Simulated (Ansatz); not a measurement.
Relaxation of C₂H₆BCl (10 atoms, charge 0, multiplicity 1), to a largest force component of 0.02 eV/Å in at most 40 steps.

All numbers below come from RKS LDA/6-31G in Ansatz 0.2.0.

```xyz
10
Properties=species:S:1:pos:R:3
B 0.000 0.000 0.000
Cl 0.000 0.000 1.860
C 1.386 0.000 -0.800
H 1.715 -1.046 -0.970
H 1.249 0.508 -1.777
H 2.155 0.538 -0.208
C -1.386 0.000 -0.800
H -1.946 -0.930 -0.571
H -1.990 0.880 -0.495
H -1.184 0.051 -1.890
```

Q: Where does it end, and by what steps?

A: It converged. The force dipped under the threshold on the way, but the program's further checks kept it going. Limits of this set-up: no polarisation functions. After 12 steps the energy has fallen by 0.151 eV; H10 moved furthest, 0.31 Å.

```json
{"step": "0", "energy less start (eV)": "0.0000", "largest force component (eV/Å)": "1.133", "accepted": "yes"}
{"step": "1", "energy less start (eV)": "-0.1222", "largest force component (eV/Å)": "0.710", "accepted": "yes"}
{"step": "2", "energy less start (eV)": "-0.1459", "largest force component (eV/Å)": "0.192", "accepted": "yes"}
{"step": "3", "energy less start (eV)": "-0.1472", "largest force component (eV/Å)": "0.083", "accepted": "yes"}
{"step": "4", "energy less start (eV)": "-0.1484", "largest force component (eV/Å)": "0.086", "accepted": "yes"}
{"step": "5", "energy less start (eV)": "-0.1496", "largest force component (eV/Å)": "0.009", "accepted": "yes"}
{"step": "6", "energy less start (eV)": "-0.1241", "largest force component (eV/Å)": "0.730", "accepted": "no"}
{"step": "7", "energy less start (eV)": "-0.1498", "largest force component (eV/Å)": "0.014", "accepted": "yes"}
{"step": "8", "energy less start (eV)": "-0.1489", "largest force component (eV/Å)": "0.187", "accepted": "no"}
{"step": "9", "energy less start (eV)": "-0.1502", "largest force component (eV/Å)": "0.033", "accepted": "yes"}
{"step": "10", "energy less start (eV)": "-0.1503", "largest force component (eV/Å)": "0.065", "accepted": "yes"}
{"step": "11", "energy less start (eV)": "-0.1503", "largest force component (eV/Å)": "0.067", "accepted": "yes"}
{"step": "12", "energy less start (eV)": "-0.1508", "largest force component (eV/Å)": "0.010", "accepted": "yes"}
```

```xyz
10
Properties=species:S:1:pos:R:3
B 0.004 -0.020 -0.071
Cl -0.018 -0.119 1.750
C 1.382 0.077 -0.767
H 1.671 -0.949 -1.088
H 1.330 0.682 -1.692
H 2.191 0.452 -0.116
C -1.367 -0.049 -0.789
H -2.067 -0.775 -0.335
H -1.848 0.947 -0.670
H -1.277 -0.245 -1.873
```

Whether the end is a true minimum wasn't checked by a vibrational analysis.

The run took 24 s on 1 thread of Arm Neoverse V1 (shared host), peak memory 0.13 GiB.
